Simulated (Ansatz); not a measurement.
Consider the isomerisation: `OC([SiH3])O[SiH3]` → `OC(O)[SiH2][SiH3]`.

Isolated molecules relaxed with PBE0-D4/def2-TZVP in Ansatz; ΔE leaves out vibrations. CCSD(T)/CBS adds triple-zeta CCSD(T) − MP2 to the extrapolated MP2 energy (def2 sets, frozen cores). DFT in def2-TZVPP. One conformer a species, not always the lowest.

CCSD(T)/CBS gives +0.85 eV.

Question: Another level gave +0.66 eV. Which?
A. B2PLYP/def2-TZVPP
B. r2SCAN-D4/def2-TZVPP
C. PBE0-D4/def2-TZVPP
D. ωB97X-V/def2-TZVPP

Answer: C. PBE0-D4 0.66, B2PLYP 0.90, r2SCAN-D4 0.78, ωB97X-V 0.83 eV.

Largest T1 diagnostic among the species: 0.013.

From PBE to PBE0 (25 % exact exchange), in def2-TZVPP and without D4, ΔE moves by +0.06 eV. In def2-TZVPP, CCSD(T) changes the Hartree–Fock value by −0.22 eV (the triples alone add −0.02 eV) and MP2 by −0.14 eV.
